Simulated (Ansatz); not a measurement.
The cluster Si5F3: single points at one geometry.

```yaml
crystal:
  periodic: [false, false, false]
  atoms:
    - {symbol: Si, position_ang: [1.049558, -1.272180, -0.118526]}
    - {symbol: Si, position_ang: [1.588700, 0.750226, -1.293701]}
    - {symbol: Si, position_ang: [-0.901916, -0.365551, 0.831494]}
    - {symbol: Si, position_ang: [-0.808577, 0.627559, -1.298723]}
    - {symbol: Si, position_ang: [0.777958, 1.346396, 0.942455]}
    - {symbol: F, position_ang: [-1.761220, 1.895710, -1.680244]}
    - {symbol: F, position_ang: [-2.076236, -0.897343, 1.824828]}
    - {symbol: F, position_ang: [2.131732, -2.084827, 0.792407]}
basis:
  gaussian: {orbitals: def2-SVP, initial_orbitals: start.molden}
magnetization: {spin_polarized: true, initial_magnetization: 1}
hamiltonian: {xc: {name: LC-wPBE, parameters: {omega: 0.2/bohr}}}
scf: {omitted_lower_state_checks: [starts]}
output: {orbitals: {seedname: orbitals}}
```

The file start.molden holds the orbitals of an earlier run on this structure, at another level or in another basis.

```sh
$ ansatz run in.yaml --threads 4 --pin off --events-out ev --progress --plain --max-ram 4787MiB
```

It prints (some lines left out):

```
Functional definition: LC-wPBE
1424 factors; their error is unknown
311 factors; integrals over basis functions are off by at most 4.9e-7 eV
mean field evaluation 1: about -47499.6307 eV, gradient 1.0e1 eV
mean field evaluation 2: about -47500.0518 eV, gradient 3.6e-1 eV
mean field evaluation 4: about -47499.8878 eV, gradient 7.0e-2 eV
mean field evaluation 8: about -47499.8878 eV, gradient 2.6e-5 eV
mean field -47499.88780799 eV, -1745.5886803633 hartree, gradient 2.6e-5 eV, S^2 0.785712; 0 other end points of the search recorded, 0 dependent functions left out
reference -47499.88780802 eV, -1745.5886803643 hartree; 49, 48 occupied and 83, 84 virtual orbitals, 1424 factors
Total energy: -47499.88780802 eV, -1745.5886803643 hartree
Checks for a lower state left out: starts
```

Run time 4.2 s (4 threads of Arm Neoverse V2 on a shared host).

First input, but with `gaussian: {orbitals: def2-TZVP, initial_orbitals: start.molden}`, `hamiltonian: {xc: r2scan, dispersion: d4}`, `output: {forces: true, orbitals: {seedname: orbitals}}` (abridged; 20 s):

```
Functional definition: r2SCAN
mean field -47539.53571391 eV, -1747.0457140315 hartree, gradient 2.9e-5 eV, S^2 0.796650
Total energy: -47539.63983636 eV, -1747.0495404612 hartree
Atom 0 force     0.041431     0.546073     0.383273 eV/Å
Atom 1 force    -0.342125    -0.171729     0.262300 eV/Å
Atom 2 force    -0.279969    -0.141556     0.213697 eV/Å
Atom 3 force     0.264938     0.317837     0.525090 eV/Å
Atom 4 force    -0.248632    -0.591160    -0.560028 eV/Å
Atom 5 force     0.529097    -0.677525     0.182900 eV/Å
Atom 6 force     0.598861     0.278033    -0.495961 eV/Å
Atom 7 force    -0.563601     0.440026    -0.511271 eV/Å
Dipole moment:    -0.004242    -0.082888    -0.126806 e Å
Checks for a lower state left out: starts
```

The first input with `hamiltonian: {xc: {name: LC-wPBE, parameters: {omega: 0.1/bohr}}}` (abridged; 5.5 s):

```
Functional definition: LC-wPBE
mean field -47499.06221917 eV, -1745.5583405337 hartree, gradient 1.5e-5 eV, S^2 0.766136
Total energy: -47499.06221928 eV, -1745.5583405379 hartree
Checks for a lower state left out: starts
```

The first input with `gaussian: {orbitals: def2-TZVP, initial_orbitals: start.molden}`, `hamiltonian: {xc: {name: r2SCAN0}, dispersion: d4}` (abridged; 31 s):

```
Functional definition: r2SCAN0
mean field -47537.52026682 eV, -1746.9716477171 hartree, gradient 3.5e-5 eV, S^2 0.822706
Total energy: -47537.65317357 eV, -1746.9765319502 hartree
Checks for a lower state left out: starts
```

As the first input, with `hamiltonian: {xc: {name: LC-wPBE, parameters: {omega: 0.3/bohr}}}` (abridged; 4.8 s):

```
Functional definition: LC-wPBE
mean field -47501.12589331 eV, -1745.6341791594 hartree, gradient 1.8e-5 eV, S^2 0.818877
Total energy: -47501.12589332 eV, -1745.6341791598 hartree
Checks for a lower state left out: starts
```

The first input with `gaussian: {orbitals: def2-TZVP, initial_orbitals: start.molden}`, `hamiltonian: {xc: pbe}`, `correlation: {method: rpa}` and without the key `output` (abridged; 15 s):

```
Functional definition: PBE
mean field -47519.20362376 eV, -1746.2985235002 hartree, gradient 2.6e-6 eV, S^2 0.764700
28 core orbitals not correlated: weight in the atoms' cores, before any rotation towards them, 1.000 or more for the frozen orbitals, at most 0.000 for the correlated occupied ones
Total energy: -47487.14709256 eV, -1745.1204677073 hartree
Checks for a lower state left out: starts
```

As the first input, with `hamiltonian: {xc: {name: LC-wPBE, parameters: {omega: 0.15/bohr}}}` (abridged; 4 s):

```
Functional definition: LC-wPBE
mean field -47499.43352945 eV, -1745.5719859350 hartree, gradient 2.1e-5 eV, S^2 0.773512
Total energy: -47499.43352950 eV, -1745.5719859367 hartree
Checks for a lower state left out: starts
```

Geometry: B3LYP-D4/def2-SVP.

Correlated methods freeze 28 core orbitals. The structure comes from a short search, and lower isomers may exist.
